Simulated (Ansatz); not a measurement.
The same path of CH₈GaN (11 atoms, charge 0, multiplicity 1) was run twice with different band settings. Lost on the way: Ga1–H2, N5–H11. Made: H2–H11.

Level of theory: RKS PBE-D4/def2-SVP in Ansatz 0.2.0.

Relaxed end points:

```xyz
11
Properties=species:S:1:pos:R:3
Ga 0.045 0.005 0.261
H -0.116 0.732 1.670
H 1.504 -0.055 -0.376
H -1.210 -0.003 -0.722
N -0.094 -2.033 0.958
H -0.104 -2.640 0.126
C 0.980 -2.430 1.886
H 0.884 -3.478 2.243
H 1.956 -2.309 1.379
H 0.970 -1.750 2.759
H -1.018 -2.142 1.399
```

```xyz
11
Properties=species:S:1:pos:R:3
Ga 0.456 -0.690 -0.666
H -1.352 -0.198 3.169
H 1.923 -0.132 -0.752
H -0.785 -0.354 -1.570
N 0.151 -1.891 0.688
H -0.782 -2.306 0.776
C 1.100 -2.413 1.654
H 1.238 -3.516 1.570
H 2.095 -1.948 1.497
H 0.801 -2.197 2.706
H -1.047 -0.458 2.510
```

Common settings: movable images 5; climbing image yes; spring 5.0 eV/Å²; optimiser quadratic models (default); start path through a guess of the saddle point; iteration limit 60; end points relaxed.

| run | force threshold |
| --- | --- |
| 1 | 0.05 eV/Å |
| 2 | 0.2 eV/Å |

**Question.** What does each run give, and how far can it be trusted?

**Answer.** Run 1: converged after 37 iterations, highest image 1.498 eV above the first end. Beside the main top the profile has a ripple of under 15 meV (maxima at images 1, 3), which may be a very shallow well or noise. Neighbouring images differ by up to 1.5 eV, so the band resolves the path poorly. A vibrational analysis at the climbing image gives one clearly imaginary mode, 1037i cm⁻¹: a first-order saddle point.
Run 2: converged after 12 iterations, highest image 1.568 eV above the first end. The threshold of 0.2 eV/Å is loose, so the images may lie well off the minimum-energy path. Neighbouring images differ by up to 1.4 eV, so the band resolves the path poorly. The order of the point at the top wasn't checked.
The orbitals stay closed-shell, which can raise the energy where a bond breaks towards radicals; this wasn't checked here.
